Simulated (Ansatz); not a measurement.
`[SH][InH2]` + CH₃SH → `C[S][InH2]` + H₂S at 700 K and 1 bar (ligand exchange at the In–S bond).

Isolated molecules relaxed with PBE0-D4/def2-TZVP in Ansatz; ΔE leaves out vibrations. CCSD(T)/CBS is the MP2 limit (def2-TZVPP, def2-QZVPP) plus CCSD(T) − MP2 in def2-TZVPP, frozen cores. This one scheme is used for every species. def2 core potentials past Kr. For In outer-core shells are correlated without core-valence functions, which leaves a few kJ/mol of doubt a bond.

| species | CCSD(T)/CBS energy (Eh) | H − E (kJ/mol) | S (J/(mol·K)) |
| --- | --- | --- | --- |
| `[SH][InH2]` | -589.39884 | 100.6 | 355.5 |
| CH₃SH | -438.22835 | 160.2 | 309.0 |
| `C[S][InH2]` | -628.65181 | 195.9 | 428.6 |
| H₂S | -398.97279 | 64.8 | 236.9 |

H − E and S are ideal-gas, rigid-rotor, harmonic terms from PBE0-D4/def2-TZVP. 1 Eh = 2625.50 kJ/mol, R = 8.31446 J/(mol·K).

Question: By hand: ΔE, ΔH, ΔS and ΔG.

Answer: ΔE = (-628.65181) + (-398.97279) − (-589.39884) − (-438.22835) = 0.00259 Eh = 6.8 kJ/mol. Δ(H − E) = 195.9 + 64.8 − 100.6 − 160.2 = -0.1, so ΔH = 6.7 kJ/mol. ΔS = 428.6 + 236.9 − 355.5 − 309.0 = 1.0 J/(mol·K). ΔG = 6.7 − 700 × (1.0)/1000 = 6.0 kJ/mol.

Question: By hand: the equilibrium constant, and the temperature at which ΔG would vanish if ΔH and ΔS stayed fixed.

Answer: log₁₀ K = −ΔG/(RT ln 10) = -0.4. ΔG = 0 at ΔH/ΔS = 6700 K, far beyond where these terms or the molecules hold.

The number of gas molecules stays the same, so ΔS is small and ΔH decides. A doubt of 5 kJ/mol in ΔE shifts log₁₀ K by 0.4 here. Modes under 60 cm⁻¹, often nearly free rotors, make the harmonic entropy too high. These are equilibria of isolated gas molecules and say nothing of rates. Largest T1 diagnostic: 0.014 (customary marks: 0.02 for closed shells, 0.045 for open ones).
